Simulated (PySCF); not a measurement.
H₅W, SMILES [WH5+] (connectivity only; charge and spin as stated), charge +1, multiplicity 1.

The structure is a stationary point at B3LYP-D3(BJ)/def2-TZVPD. The spin state was assumed, not searched. The def2 effective core potentials stand for the cores of W; spin–orbit coupling is left out.

Level of theory: PBE/def2-TZVPD (PySCF).

The molecule is in vacuum.

```yaml
total_energy: -69.68267 hartree
point_group: C2v
highest_occupied_level: -13.98 eV
lowest_empty_level: -12.02 eV
orbital_gap: 1.96 eV
dipole_moment_about_the_centre_of_nuclear_charge: 0.097 e·Å
mean_static_polarisability: 40.7 bohr³ (6.03 Å³)
polarisability_principal_values: 40.3, 40.8, 41.1 bohr³
```
